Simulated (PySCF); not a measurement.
NMR data simulated for an unnamed compound:

¹H NMR (600 MHz, computed): δ 4.66 (br s, 1H), 3.65 (s, 3H), 1.93 (s, 3H), 0.27 (s, 3H), 0.12 (br s, 2H).

¹³C{¹H} NMR (computed): δ 177.5 (C), 26.1 (CH3), 2.8 (CH3).

Theoretical values (PySCF 2.14.0 with density-fitted response routines): NMR shieldings at PBE0/pcSseg-1/GIAO, structure optimised with GFN2-xTB. One conformer, no relativistic terms, gas phase, equivalent nuclei averaged.

Chemical shifts δ = σref − σ; ¹H, ¹³C against TMS, all at this level.

**Question.** Which of these does the molecule contain: an NH or NH2 group, a tert-butyl group, a carboxylic acid, a Si–H bond, an S-methyl group, a Si–CH3 group?

**Answer.** 
- An NH or NH2 group: yes (δH 4.66 (br s)).
- A tert-butyl group: no.
- A carboxylic acid: no.
- A Si–H bond: yes (δH 3.65 (s)).
- An S-methyl group: no.
- A Si–CH3 group: yes (δC 2.8; δH 0.27 (s)).

The data belong to SMILES CC(=O)N[Si@](C)(N)[SiH3], C₃H₁₂N₂OSi₂; they needn't prove each group on their own.

Carbon signals by region: 1 in the far downfield region (above 160 ppm), 2 below 50 ppm. Above 160 ppm: 177.5, amide carbonyl carbon.

OH and NH positions are those of a molecule without intermolecular hydrogen bonds; in solution they move with solvent, concentration and temperature, and exchange usually removes their couplings. Shifts are as computed. Against solution values, carbons near 30 ppm lie about +3 ppm off and those near 130 ppm about +5 ppm. Of 1309 compounds with measured shifts, 239 miss one by over three times the rms of a fit or turn the order of signals round; such compounds aren't used in these exercises. The C=O carbon of an acid or of an amide with N–H lies up to 10 ppm further downfield in solution, through hydrogen bonding that the calculation lacks. No couplings were computed; multiplicities are counted from neighbouring protons, with m where these are inequivalent, close in shift, in a saturated or five-membered ring or joined by F or P, and br s for small geminal =CH2 splittings.
